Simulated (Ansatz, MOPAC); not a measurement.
Potential energy curve for SiH (cation, charge +1), singlet.

- RCCSD = CCSD on RHF/cc-pVDZ, frozen core run with Ansatz (a quantum-chemistry and plane-wave program)
- RKS-PBE = restricted PBE/cc-pVDZ in Ansatz
- FCI = full CI/cc-pVDZ, frozen core run with Ansatz
- UCCSDT = CCSDT on UHF/cc-pVDZ, frozen core (Ansatz)
- PM7, restricted, heats of formation (MOPAC)

Energies are in kcal/mol, each relative to the lowest point of its own curve near equilibrium.

```json
[
 {"R / Å": "1.21", "RCCSD": "29.3", "RKS-PBE": "32.7", "FCI": "29.5", "UCCSDT": "29.5", "PM7": "16.4"},
 {"R / Å": "1.31", "RCCSD": "11.5", "RKS-PBE": "13.9", "FCI": "11.6", "UCCSDT": "11.6", "PM7": "5.5"},
 {"R / Å": "1.36", "RCCSD": "6.2", "RKS-PBE": "8.1", "FCI": "6.3", "UCCSDT": "6.3", "PM7": "2.4"},
 {"R / Å": "1.43", "RCCSD": "1.7", "RKS-PBE": "2.9", "FCI": "1.8", "UCCSDT": "1.8", "PM7": "0.2"},
 {"R / Å": "1.47", "RCCSD": "0.5", "RKS-PBE": "1.2", "FCI": "0.5", "UCCSDT": "0.5", "PM7": "0.0"},
 {"R / Å": "1.52", "RCCSD": "0.0", "RKS-PBE": "0.1", "FCI": "0.0", "UCCSDT": "0.0", "PM7": "0.6"},
 {"R / Å": "1.57", "RCCSD": "0.5", "RKS-PBE": "0.0", "FCI": "0.4", "UCCSDT": "0.4", "PM7": "2.0"},
 {"R / Å": "1.63", "RCCSD": "2.0", "RKS-PBE": "0.9", "FCI": "1.9", "UCCSDT": "1.9", "PM7": "4.7"},
 {"R / Å": "1.65", "RCCSD": "2.7", "RKS-PBE": "1.4", "FCI": "2.6", "UCCSDT": "2.6", "PM7": "5.7"},
 {"R / Å": "1.80", "RCCSD": "10.2", "RKS-PBE": "7.6", "FCI": "10.0", "UCCSDT": "10.0", "PM7": "16.1"},
 {"R / Å": "1.87", "RCCSD": "14.6", "RKS-PBE": "11.5", "FCI": "14.2", "UCCSDT": "14.2", "PM7": "21.8"},
 {"R / Å": "2.06", "RCCSD": "27.1", "RKS-PBE": "23.3", "FCI": "26.5", "UCCSDT": "26.5", "PM7": "38.6"},
 {"R / Å": "2.27", "RCCSD": "40.4", "RKS-PBE": "37.0", "FCI": "39.3", "UCCSDT": "39.3", "PM7": "56.7"},
 {"R / Å": "2.51", "RCCSD": "53.0", "RKS-PBE": "51.5", "FCI": "51.1", "UCCSDT": "51.3", "PM7": "74.4"},
 {"R / Å": "2.72", "RCCSD": "—", "RKS-PBE": "62.5", "FCI": "58.7", "UCCSDT": "—", "PM7": "86.7"},
 {"R / Å": "3.06", "RCCSD": "—", "RKS-PBE": "76.7", "FCI": "66.0", "UCCSDT": "—", "PM7": "100.9"},
 {"R / Å": "3.32", "RCCSD": "—", "RKS-PBE": "84.8", "FCI": "69.0", "UCCSDT": "—", "PM7": "108.0"},
 {"R / Å": "3.74", "RCCSD": "—", "RKS-PBE": "93.8", "FCI": "71.2", "UCCSDT": "—", "PM7": "115.4"},
 {"R / Å": "4.14", "RCCSD": "—", "RKS-PBE": "99.0", "FCI": "71.9", "UCCSDT": "—", "PM7": "119.5"},
 {"R / Å": "4.60", "RCCSD": "—", "RKS-PBE": "102.3", "FCI": "72.2", "UCCSDT": "—", "PM7": "122.4"},
 {"R / Å": "5.44", "RCCSD": "—", "RKS-PBE": "104.3", "FCI": "72.3", "UCCSDT": "—", "PM7": "125.2"},
 {"R / Å": "6.02", "RCCSD": "—", "RKS-PBE": "104.4", "FCI": "72.3", "UCCSDT": "—", "PM7": "126.2"}
]
```

At the longest distance, 6.02 Å, PM7 lies highest above its minimum (126.2 kcal/mol) and FCI lowest (72.3 kcal/mol).

A dash means that the run gave no value there, or that the column was ended at a point which the program doubted or which failed a test of continuity chosen for this set; such a test can also cut sound points.

The T1 diagnostic of CCSD on the restricted reference of RCCSD exceeds 0.045 at 3.06 to 6.02 Å. The restricted form behind RKS-PBE, PM7 keeps the bonding electrons paired and can't separate into open-shell fragments. The unrestricted determinant behind UCCSDT is spin-contaminated at 1.21 to 1.57, 2.06 to 6.02 Å (<S²> up to 1.0, against 0.00 for a pure singlet).
